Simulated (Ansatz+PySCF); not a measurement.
Values are calculated unless marked as measured or tabulated.
**Several solutions for singlet H(-)**

A single H atom.

Basis set: aug-cc-pVDZ (spherical functions). Charge -1, multiplicity 1.

UHF was run from several starts with Ansatz (development build ahead of 0.2.0) and PySCF 2.14.0.

```tsv
run	program	start	converged	energy (hartree)	<S²>
A	Ansatz	atomic start, no search	yes	-0.48678	0.00
B	Ansatz	search for the lowest state	yes	-0.48718	0.15
C	PySCF	program defaults	yes	-0.48678	0.00
D	PySCF	guess huckel, instabilities followed	yes	-0.48718	0.15
E	PySCF	guess atom, instabilities followed	yes	-0.48678	0.00
F	PySCF	guess 1e, instabilities followed	yes	-0.48678	0.00
G	PySCF	guess minao, instabilities followed	yes	-0.48678	0.00
H	Ansatz	stability test followed	yes	-0.48718	0.15
```

Q: Which runs reached the lowest solution of this kind, and what is wrong with the others?

A: B, D, H reached the lowest solution found. Converged but too high: A by 0.01 eV, C by 0.01 eV, E by 0.01 eV, F by 0.01 eV, G by 0.01 eV. Convergence only shows a stationary point, and even a stable one can lie too high; stability tests and further starts are what find lower ones. Caution: the unrestricted determinant is spin contaminated.
